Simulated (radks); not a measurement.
Spherical quantum dot in the effective-mass picture: electrons in a hard-walled sphere of radius 4, all in effective atomic units (hartree* = m*/eps^2 hartree, bohr* = eps/m* bohr), one dielectric constant everywhere. Method: non-relativistic Kohn-Sham, PBEsol, spin-polarised, spherical densities; computed with a radial shooting solver with Libxc functionals. Levels are named by radial order and angular momentum (1s, 1p, 1d, 2s, ...), and open shells are averaged over m. Results are scaled to m* = 0.062 and eps = 16.3, for which hartree* = 6.35 meV and bohr* = 13.91 nm.

N = 19, configuration 1s2 1p6 1d10 1f(up 1, down 0). This is the lowest configuration that the search found. Occupied and some empty levels:

level,occupation,eigenvalue (meV),<r> (nm)
1s up,1,40.158,37.24
1s down,1,40.228,37.16
1p up,3,41.212,38.75
1p down,3,41.289,38.70
1d up,5,43.024,40.04
1d down,5,43.106,40.01
1f up,1,45.495,41.11
1f down,0,45.581,41.09
2s up,0,47.249,25.17
2s down,0,47.271,25.18
1g up,0,48.569,42.02
1g down,0,48.658,42.01
2p up,0,50.635,29.24
2p down,0,50.667,29.23
2d up,0,54.697,31.82
2d down,0,54.739,31.81

Energy (meV): total 445.806, kinetic 121.10, external 0, Hartree 372.77, exchange-correlation -48.058.
